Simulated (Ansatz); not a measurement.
# Abstraction of Cl: SiH3Cl + C2H9Si2 → SiH3 + C2H9ClSi2

Species: SiH3Cl (chlorosilane) `[SiH3]Cl`, singlet; C2H9Si2 `C[SiH][SiH2]C`, doublet; SiH3 (silyl radical) `[SiH3]`, doublet; C2H9ClSi2 `C[SiH2][SiH](C)Cl`, singlet. A radical takes Cl: the energy is the difference in strength between two Si–Cl bonds in different surroundings.

Shapes, held fixed at every level: PBE0-D4/def2-TZVP. Flexible molecules stand in one conformer, not always the lowest. Programs: Ansatz 0.2.0. Electronic energies: no zero-point or thermal term.

(1) Estimate ΔE of this reaction.

## Answers

(1) The highest level, CCSD(T)/CBS estimate, gives ΔE = -1.2 kJ/mol; the levels span -3.5 to +0.8. That is about zero within the method's error. They disagree on the sign: 1 of 8 are positive. The column of differences is taken from that level and isn't an error. No measured value is set beside it here. Open shells run unrestricted. The CBS estimate extrapolates MP2 from def2-TZVPP and def2-QZVPP and adds CCSD(T) − MP2 in the triple-zeta set, cores frozen.

```tsv
level	kind	ΔE (kJ/mol)	less CCSD(T)/CBS estimate
MP2/def2-TZVPP	perturbation theory	-3.5	-2.3
B3LYP-D4/def2-TZVPP	global hybrid	-1.7	-0.5
wB97M-V/def2-TZVPP	range-separated hybrid	-1.8	-0.6
wB97X-V/def2-TZVPP	range-separated hybrid	-1.8	-0.6
B2PLYP/def2-TZVPP	double hybrid	+0.8	+2.0
CCSD(T)/def2-TZVPP	coupled cluster or CI	-1.4	-0.2
CCSD/def2-TZVPP	coupled cluster or CI	-0.7	+0.5
CCSD(T)/CBS estimate	coupled cluster or CI	-1.2	0.0
```
